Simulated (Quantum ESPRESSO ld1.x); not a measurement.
Problem. The mean radii <r> (bohr) of the occupied orbitals of an atom or ion are listed with their occupations. Method: Dirac Kohn-Sham, PBE, spin-unpolarised, spherical densities, point nucleus; computed with ld1.x of Quantum ESPRESSO 7.5.

| orbital | occ. | <r> |
|---|---|---|
| 1s1/2 | 2 | 0.02232 |
| 2s1/2 | 2 | 0.09458 |
| 2p1/2 | 2 | 0.07907 |
| 2p3/2 | 4 | 0.08580 |
| 3s1/2 | 2 | 0.2491 |
| 3p1/2 | 2 | 0.2388 |
| 3p3/2 | 4 | 0.2517 |
| 3d3/2 | 4 | 0.2236 |
| 3d5/2 | 6 | 0.2276 |
| 4s1/2 | 2 | 0.5660 |
| 4p1/2 | 2 | 0.5792 |
| 4p3/2 | 4 | 0.6085 |
| 4d3/2 | 4 | 0.6484 |
| 4d5/2 | 6 | 0.6589 |
| 5s1/2 | 2 | 1.382 |
| 5p1/2 | 2 | 1.564 |
| 5p3/2 | 4 | 1.664 |
| 6s1/2 | 2 | 4.271 |
| 4f5/2 | 6 | 0.9718 |
| 4f7/2 | 1 | 0.9952 |

Name the element and its charge. Open shells, if any, fill j = l - 1/2 first.

Solution. Z = 63, europium, charge 0: Eu in [Xe] 4f7 6s2. The 1s radius gives Z: for a bare nucleus <r> = (2 gamma + 1)/(2Z) with gamma = sqrt(1 - (Z/c)^2), 0.02203 bohr for Z = 63, and screening makes it slightly larger (0.02232 here). The occupations add up to 63, and the charge is Z minus that.
